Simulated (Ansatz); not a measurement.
The same molecule with X = B, Al, Ga, In. Ansatz, PBE0-D4/def2-TZVP geometries, multiplicity 1.

Elements past krypton have def2 core potentials. Scalar relativity is left out up to krypton.

| X | molecule | mean X–Cl bond length / Å | mean X–F bond length / Å | size of the dipole moment (PBE/def2-TZVPP) / D | HOMO–LUMO gap (PBE0/def2-TZVPP) / eV | LUMO energy (ωB97M-V/def2-TZVPP) / eV |
| --- | --- | --- | --- | --- | --- | --- |
| B | `FB(F)Cl` | 1.740 | 1.310 | 0.23 | 9.71 | 1.92 |
| Al | `[F][Al]([F])[Cl]` | 2.061 | 1.631 | 0.47 | 8.57 | 0.29 |
| In | `[F][In]([F])[Cl]` | 2.277 | 1.923 | 1.13 | 6.72 | -1.16 |

Question: Give the row for X = Ga, `[F][Ga]([F])[Cl]`. (An estimate is asked.)

Answer: Ansatz gave: 
| X | molecule | mean X–Cl bond length / Å | mean X–F bond length / Å | size of the dipole moment (PBE/def2-TZVPP) / D | HOMO–LUMO gap (PBE0/def2-TZVPP) / eV | LUMO energy (ωB97M-V/def2-TZVPP) / eV |
| --- | --- | --- | --- | --- | --- | --- |
| Ga | `[F][Ga]([F])[Cl]` | 2.096 | 1.729 | 0.95 | 7.95 | -0.16 |

From B to In the mean X–Cl bond length rises at each step, by 0.537 Å in all; the mean X–F bond length rises at each step, by 0.613 Å in all; the HOMO–LUMO gap (PBE0/def2-TZVPP) falls at each step, by 2.99 eV in all; the LUMO energy (ωB97M-V/def2-TZVPP) falls at each step, by 3.08 eV in all. Bonds lengthen as the atom grows down the group. Dipoles are sizes alone, and their direction can turn along the series.
